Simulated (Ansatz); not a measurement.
Geometry optimisation, RKS BLYP-D4/STO-3G (Ansatz).

The input (input.yaml):

```yaml
crystal:
  periodic: [false, false, false]
  atoms:
    - { symbol: "N", position_ang: [-0.4341, -2.1482, -0.1661] }
    - { symbol: B, position_ang: [-0.3493, -0.5903, -0.1832] }
    - { symbol: C, position_ang: [1.0442, 0.0912, -0.4373] }
    - { symbol: Si, position_ang: [1.1449, 1.077, -2.0207] }
    - { symbol: S, position_ang: [-1.8647, 0.4723, 0.123] }
    - { symbol: Si, position_ang: [-1.5511, 0.4768, 2.2638] }
    - { symbol: H, position_ang: [0.191, -2.4684, 0.5595] }
    - { symbol: H, position_ang: [-0.0957, -2.4308, -1.1072] }
    - { symbol: H, position_ang: [1.8627, -0.6778, -0.4487] }
    - { symbol: H, position_ang: [1.3179, 0.7661, 0.4472] }
    - { symbol: H, position_ang: [0.0573, 2.1386, -1.9151] }
    - { symbol: H, position_ang: [2.4189, 1.6662, -2.2128] }
    - { symbol: H, position_ang: [0.6986, 0.199, -3.1549] }
    - { symbol: H, position_ang: [-2.652, 1.2284, 2.9415] }
    - { symbol: H, position_ang: [-0.2578, 1.0692, 2.5831] }
    - { symbol: H, position_ang: [-1.5536, -0.8919, 2.7721] }
basis:
  gaussian: { orbitals: STO-3G }
hamiltonian:
  xc: blyp
  dispersion: d4
relax:
  f_tol: 0.02
  max_steps: 40
scf:
  lower_state_search: "off"
```

Run as:

```bash
$ ansatz run input.yaml --threads 1 --pin off --max-ram 2048MiB --backend cpu --events-out ev --progress --plain --runs-dir out
```

Task: Where does it end, and by what steps?

Result: The run converged. Limits of this set-up: minimal basis. After 33 steps the energy has fallen by 2.453 eV; H15 moved furthest, 2.38 Å.

```
step  energy less start (eV)  largest force component (eV/Å)  accepted
   0                  0.0000                           3.280       yes
   2                 -0.6043                           1.092       yes
   4                 -1.0355                           2.005       yes
   6                 -1.7291                           0.867       yes
   8                 -2.0400                           0.704       yes
  10                 -2.1078                           0.286       yes
  12                 -2.1793                           0.367       yes
  14                 -2.2715                           0.493       yes
  16                 -2.3632                           0.277       yes
  18                 -2.4054                           0.424       yes
  20                 -2.4169                           0.451       yes
  22                 -2.4371                           0.123       yes
  24                 -2.4444                           0.139       yes
  26                 -2.4489                           0.078       yes
  28                 -2.4510                           0.059       yes
  30                 -2.4521                           0.023       yes
  32                 -2.4527                           0.034       yes
  33                 -2.4529                           0.011       yes
```

```xyz
16
Properties=species:S:1:pos:R:3
N 0.067 -1.462 0.349
B 0.399 -0.086 0.308
C 1.557 0.377 -0.690
Si 0.864 0.830 -2.397
S -0.434 1.190 1.270
Si -1.927 0.071 2.346
H -0.678 -1.903 0.940
H 0.577 -2.179 -0.220
H 2.310 -0.425 -0.825
H 2.099 1.261 -0.298
H -0.095 1.918 -2.289
H 1.927 1.243 -3.303
H 0.189 -0.317 -2.988
H -2.667 1.008 3.176
H -1.345 -0.950 3.210
H -2.867 -0.600 1.455
```

Whether the end is a true minimum wasn't checked by a vibrational analysis.

Run time: 3.8 min on 1 thread of Arm Neoverse N1, on a shared host, peak memory 0.17 GiB.
